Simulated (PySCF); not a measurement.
# Identify the compound

The spectra below were simulated for a compound C8H8O2.

1H NMR (600 MHz, computed): δ 7.74 (d, 2H), 7.56 (m, 2H), 7.51 (m, 1H), 5.65 (br s, 1H), 3.26 (s, 2H).

13C{1H} NMR (computed): δ 178.8 (C), 140.7 (C), 138.1 (CH), 136.2 (CH), 135.6 (CH), 38.6 (CH2).

How the numbers were obtained: structure optimised with PBE0-D3(BJ)/def2-SVP, HF/pcSseg-1 with gauge-including orbitals, in PySCF (relativity neglected, a single conformation, isolated molecule, one averaged value for each set of equivalent atoms).

Referencing at the same level of theory: TMS for 1H and 13C.

Q: Propose a structure and justify it.

A: 
Rings plus π bonds: 5 (1 ring in the answer). 6 carbon signals for 8 carbons: some carbons are equivalent by symmetry or fast rotation. Carbon types of the structure: 2 × C, 5 × CH, 1 × CH2, leaving 1 H on heteroatoms. δC 178.8: carboxylic acid carbon; it is a carbonyl in resonance with an O or N lone pair, the region of acids, esters and amides. δC 140.7: substituted aromatic carbon. δC 138.1, 136.2, 135.6: aromatic CH; the aromatic region. δC 38.6: sp3 CH2 α to a carbonyl; α to the electron-withdrawing carbonyl group. δH 7.74, 7.56, 7.51: hydrogen on an aromatic CH; it sits in the deshielding region of the aromatic ring current. δH 5.65: hydrogen on an acid hydroxyl oxygen; exchangeable, gas-phase position. δH 3.26: hydrogen on an sp3 CH2 α to a carbonyl.

Structure: SMILES c1c(CC(=O)O)cccc1.

The data come from this structure; uniqueness wasn't tested.

OH/NH shifts are gas-phase values; hydrogen bonding in solution moves them, usually downfield. Shifts are as computed. Against solution values, carbons near 30 ppm lie about -0 ppm off and those near 130 ppm about +7 ppm. Of 1211 compounds with measured shifts, 218 miss one by over three times the rms of a fit or turn the order of signals round; such compounds aren't used in these exercises. The C=O carbon of an acid or of an amide with N–H lies up to 10 ppm further downfield in solution, through hydrogen bonding that the calculation lacks. No couplings were computed; multiplicities are counted from neighbouring protons, with m where these are inequivalent, close in shift, in a saturated or five-membered ring or joined by F or P, and br s for small geminal =CH2 splittings.
